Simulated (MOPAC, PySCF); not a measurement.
H$_{9}$BSi$_{3}$, SMILES `[SiH3]B([SiH3])[SiH3]`, neutral singlet in the gas phase. 

Cartesian coordinates (Å):
SMILES: [SiH3]B([SiH3])[SiH3]
```xyz
13

Si     1.7341    -0.6625     0.7798
B     -0.0032     0.0134     0.0576
Si     0.0157     1.5051    -1.2717
Si    -1.7537    -0.8237     0.5397
H      1.6694    -1.2665     2.1484
H      2.0988    -1.7575    -0.1886
H      2.8421     0.3455     0.7479
H     -0.0859     2.7147    -0.3780
H      1.2809     1.6354    -2.0625
H     -1.1511     1.5392    -2.2098
H     -1.9029    -1.9105    -0.4930
H     -2.9262     0.0969     0.3875
H     -1.8151    -1.4652     1.8912
```
Charge 0, spin multiplicity 1.

All levels are single points at this geometry (PBE-D3(BJ)/def2-TZVP); Pople sets use spherical d functions. Orbital energies aren't observables, and empty levels follow the basis.

```json
[
 {"level": "PBE-D3(BJ)/def2-TZVP in PySCF", "HOMO (eV)": "-6.86", "LUMO (eV)": "-4.04", "gap (eV)": "2.82", "dipole (D)": "0.09", "vertical IE, Delta-SCF (eV)": "9.43"},
 {"level": "B3LYP/LANL2DZ in PySCF", "HOMO (eV)": "-7.88", "LUMO (eV)": "-2.89", "gap (eV)": "4.99", "dipole (D)": "0.05", "vertical IE, Delta-SCF (eV)": "–"},
 {"level": "HF/3-21G in PySCF", "HOMO (eV)": "-10.80", "LUMO (eV)": "0.56", "gap (eV)": "11.36", "dipole (D)": "0.17", "vertical IE, Delta-SCF (eV)": "–"},
 {"level": "HF/STO-3G in PySCF", "HOMO (eV)": "-8.48", "LUMO (eV)": "5.75", "gap (eV)": "14.22", "dipole (D)": "0.20", "vertical IE, Delta-SCF (eV)": "–"},
 {"level": "AM1 in MOPAC", "HOMO (eV)": "-10.16", "LUMO (eV)": "-0.33", "gap (eV)": "9.83", "dipole (D)": "0.07", "vertical IE, Delta-SCF (eV)": "–"},
 {"level": "PM6 in MOPAC", "HOMO (eV)": "-9.14", "LUMO (eV)": "-2.10", "gap (eV)": "7.04", "dipole (D)": "0.11", "vertical IE, Delta-SCF (eV)": "–"}
]
```
